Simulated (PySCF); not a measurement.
# Electron correlation in Ne²⁺ (neon, charge +2)

[He] 2s1 2p4 3s1, high-spin 5P determinant (an excited configuration). Calculation: PySCF 2.14, in x2c-TZVPPall with one added diffuse shell each of s, p, d type (6s4p3d1f, 40 functions); the spin-free X2C one-electron Hamiltonian (Gaussian nucleus). Frozen: nothing; 8 electrons correlated.

MP2 pair energies summed by pair of shells (mhartree):

| pair | energy | share (%) |
| --- | --- | --- |
| 2p-2p | -82.68 | 63.7 |
| 2p-3s | -15.83 | 12.2 |
| 1s-1s | -12.48 | 9.6 |
| 2s-2p | -11.78 | 9.1 |
| 1s-2p | -5.14 | 4.0 |
| 1s-2s | -1.31 | 1.0 |
| 2s-3s | -0.42 | 0.3 |
| 1s-3s | -0.16 | 0.1 |

Total MP2 correlation energy: -129.80 mhartree.

Same-spin part -35.71 and opposite-spin part -94.09 mhartree; SCS-MP2 scales them by 1/3 and 6/5 to -124.81 mhartree.

This basis was not built for core-valence correlation, so the inner-shell part is incomplete.
